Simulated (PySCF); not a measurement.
Dipole response of Cd²⁺ (cadmium, charge +2)

[Kr] 4d9 5s1, high-spin 3D determinant (an excited configuration). Computed with PySCF 2.14 in x2c-TZVPPall with one added diffuse shell each of s, p, d, f type (9s7p7d3f1g, 95 functions), with the spin-free X2C one-electron Hamiltonian (Gaussian nucleus). Coupled (time-dependent) response in atomic units; α is the mean over directions.

| method | mean α (bohr³) | α xx, yy, zz | C₆ (like pair) | S(−4) |
| --- | --- | --- | --- | --- |
| UHF | 19.28 | 19.81, 19.81, 18.22 | 95.18 | 288.1 |
| PBE | 14.84 | 15.06, 15.06, 14.40 | 74.81 | 139.8 |
| PBE0 | 15.69 | 15.96, 15.96, 15.15 | 78.42 | 164.6 |

S(−4) is the Cauchy moment in α(ω) = α(0) + S(−4) ω² + …

Spin-orbit coupling is absent.

α(iu) at UHF:

| u (hartree) | α(iu) (bohr³) |
| --- | --- |
| 0 | 19.28 |
| 0.0500 | 18.59 |
| 0.100 | 16.85 |
| 0.200 | 12.64 |
| 0.300 | 9.477 |
| 0.500 | 6.156 |
| 0.750 | 4.359 |
| 1.00 | 3.412 |
| 1.50 | 2.360 |
| 2.00 | 1.756 |
| 3.00 | 1.079 |
| 5.00 | 0.5143 |

A single London oscillator, α(iu) = α/(1 + u²/ω²), gives C₆ = (3/4) ω α². Matching the computed C₆ needs ω = 4 × 95.18 / (3 × 19.28²) = 0.341 hartree.

For an ion, C₆ is the dispersion term alone; charge-induced terms of lower order in 1/R come first.

The components differ because the open shell of this determinant is not spherical; for a pure term their mean is the scalar polarisability.
